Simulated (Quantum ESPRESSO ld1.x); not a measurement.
One sound ld1.x (Quantum ESPRESSO 7.5) input for the samarium ion Sm2+ gives E = -10419.571 hartree in 25 iterations:

```
 &input
    zed=62.0,
    iswitch=1,
    rel=1,
    lsd=1,
    dft='PW',
    config='[Xe] 4f6',
    prefix='ld1',
    max_out_wfc=37,
    file_charge='ld1.rho',
 /
```

Changed or added lines, one case at a time, and what came of them:

- dft='M06L': refused. The program stops in ld1_setup with "meta-GGA not implemented for LSDA": ld1.x has meta-GGAs only without spin and for rel = 0 or 1.
- relpert=.true. (without lsd): refused. The program stops in ld1_readin with "perturbative SO-splitting for AE calculations with rel=0 only": the perturbative correction needs rel = 0.
- beta=2.0: harmless. The Broyden-type mixing copes: 57 iterations against 25, same energy.
- config='[Xe] 4f6 1p1': refused. The program stops in el_config with "main/angular quantum number mismatch": l must be smaller than n.
- dft='BLYP': silently wrong. The run ends normally, but in this build (ld1.x 7.5) Etot and Exc of a spin-polarised run lack the gradient corrections of exchange and correlation and come out near their LSDA values (nitrogen, PBE: -54.132 hartree against -54.536 from two other codes). The eigenvalues and orbitals are those of the GGA; the energies must not be used.
- config='[Xe] 4f6 8s1': refused. The program stops in el_config with "wrong main quantum number": the config string takes n from 1 to 7 alone.
- xmin=-14.0: usable despite the warning. The mesh starts very near the nucleus, where rounding noise keeps the residual above the threshold; the energy differs from the sound run by -3.65e-05 hartree.
